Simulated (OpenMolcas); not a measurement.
**Ne III: effect of the level shift or regulariser**

```yaml
Program: OpenMolcas
Basis: ANO-RCC-VDZP [3s2p1d]
Scalar_Hamiltonian: DKH2, point nucleus
Active_space: 4 electrons in 3 orbitals (2p)
State_averaging: 2S+1 = 3 even, 3 roots; 2S+1 = 1 even, 6 roots
Spin-orbit_coupling: RASSI with atomic mean-field integrals over the reference wave functions, term energies averaged over their components
```

Methods on the same reference wave functions:
A. CASSCF
B. SS-CASPT2, IPEA 0.25 Eh, imaginary shift 0.1 Eh (closed shells correlated: 1s 2s)
C. SS-CASPT2, IPEA 0.25 Eh, sigma2 regulariser 0.3 Eh (closed shells correlated: 1s 2s)

Energies in cm⁻¹ above 2s² 2p⁴ ³P₂, the measured ground level; measured values from Moore, Atomic Energy Levels, vol. I, NSRDS-NBS 35 (1971 reprint of NBS Circular 467, 1949).

```tsv
Level	A	B	C	Measured
2s² 2p⁴ ³P₂	0.0	0.0	0.0	0.0
2s² 2p⁴ ³P₁	627	627	627	650
2s² 2p⁴ ³P₀	926	924	924	927
2s² 2p⁴ ¹D₂	27580	26940	26940	25841
2s² 2p⁴ ¹S₀	68245	59270	59270	55747
```

Deviations, from unrounded energies. A percentage is the sum of absolute deviations over the sum of measured energies, with the sign that they share, or ± where signs differ.

```
                        Against measurement  Levels      A     B     C
             mean absolute deviation (cm-1)       4   3600  1200  1200
      fine structure of the ground term (%)       2   -1.5  -1.6  -1.6
other terms of the ground configuration (%)       2  +17.4  +5.7  +5.7
```

B, C lie about equally close to measurement and A furthest from it. The largest miss of C in the table is 2s² 2p⁴ ¹S₀, by +3500 cm-1. The ranking rests on the paired levels alone, and a cruder setting can come out closer through cancelling errors.

Between B and C no level of the table moves by more than 5 cm-1.

The two smallest mean deviations differ by little beside CASPT2's spread within terms, so their order carries little weight.

From A to B the spin-free energies of the other terms of 2s² 2p⁴ shown, above ³P, scale by factors of 0.87 to 0.98.

The lowest spin-free term lies below A's lowest term by 0.119 hartree in B, 0.119 hartree in C.

CASPT2 does not keep the components of a term degenerate, so their means are used; among the terms shown or strongly mixed into the levels shown the widest spread is 50 cm-1 (2s² 2p⁴ ¹D, B). With the s shell closed, the reference lacks s² → p² mixing. Measured partners are found by configuration, term and J. A level has none where our copy of the source lacks it or the pairing is in doubt (some pairs that miss far off the trend of their configuration count as doubtful), and it then counts in no deviation. Only configurations of the active space appear.
